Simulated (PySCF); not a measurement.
Core-level binding energies of `C=CCO[SiH2]F`

Species: C₃H₇FOSi.
Atom-mapped SMILES: `[CH2:1]=[CH:2][CH2:3][O:4][SiH2:5][F:6]`

Cartesian coordinates in Å at the GFN2-xTB level; atoms count from 1:
```
atom  x, y, z in Å
C1     2.0794   -0.2644   -0.6229
C2     1.6045    0.2283    0.5041
C3     0.1594    0.2029    0.9045
O4    -0.6371   -0.4383   -0.0515
Si5   -2.1531   -0.2276   -0.5306
F6    -2.3793    1.3089   -0.9644
H7     3.1262   -0.2183   -0.8673
H8     1.4285   -0.7339   -1.3402
H9     2.2481    0.7025    1.2331
H10   -0.1835    1.2344    1.0615
H11    0.0576   -0.3287    1.8620
H12   -3.1527   -0.4139    0.5096
H13   -2.2025   -1.0513   -1.7154
```

The calculation used delta-SCF UKS SCAN, pcX-2 on the ionised atom, pcseg-1 elsewhere, spin-free X2C in PySCF 2.14.0. Vertical ΔSCF values, vacuum level as zero.

Question: Give the core binding energies atom by atom.

Answer: 
```
atom(s)                 bonded to     level  binding energy (eV)  2p1/2 (eV)  above the level's lowest (eV)  count
     C1   C (double bond) and 2 H      C 1s               290.16           –                           0.00      1
     C2  C (double bond), C and H      C 1s               290.65           –                          +0.49      1
     C3              O, C and 2 H      C 1s               292.73           –                          +2.57      1
     O4                  C and Si      O 1s               538.54           –                           0.00      1
    Si5              F, O and 2 H  Si 2p3/2               108.28      108.91                           0.00      1
    Si5              F, O and 2 H     Si 1s              1848.35           –                           0.00      1
     F6                        Si      F 1s               692.32           –                           0.00      1
```

Lowest listed C 1s: C1, bonded to C (double bond) and 2 H. Highest, 2.57 eV above it: C3, bonded to O, C and 2 H. The widest gap between neighbouring values is 2.08 eV, between 290.65 and 292.73 eV. Summing the Pauling electronegativity differences to the bonded atoms, each weighted by its formal bond order, gives -0.70 for the lowest site and +0.19 for the highest; no listed site has a larger sum than the highest.

Question: Express the binding energy of Si 2p3/2 of Si5 in atomic units and per mole.

Answer: 108.28 eV = 3.9792 Eh = 10447 kJ/mol.

Question: Which effective nuclear charge Zeff reproduces each element's mean 1s value in the hydrogen-like formula E = 13.606 eV × Zeff²?

Answer: C (Z = 6): mean 291.2 eV, Zeff = 4.63, Z − Zeff = 1.37; O (Z = 8): mean 538.5 eV, Zeff = 6.29, Z − Zeff = 1.71; F (Z = 9): mean 692.3 eV, Zeff = 7.13, Z − Zeff = 1.87; Si (Z = 14): mean 1848.4 eV, Zeff = 11.66, Z − Zeff = 2.34. Means run over the listed sites, weighted by atom count.

2p3/2 and 2p1/2 are the ΔSCF energy of one spin-free 2p hole plus the eigenvalues of a spin–orbit and ligand-field matrix of the shell. 2p1/2 minus 2p3/2 (ligand field included): Si 0.63 eV. One conformer (not necessarily the lowest) at the GFN2-xTB geometry, without solvent, vibrations or thermal averaging.

Time: 2.2 min; peak memory 0.65 GiB. Hardware: one thread, Arm Neoverse N1 (aarch64), no GPU, shared host.
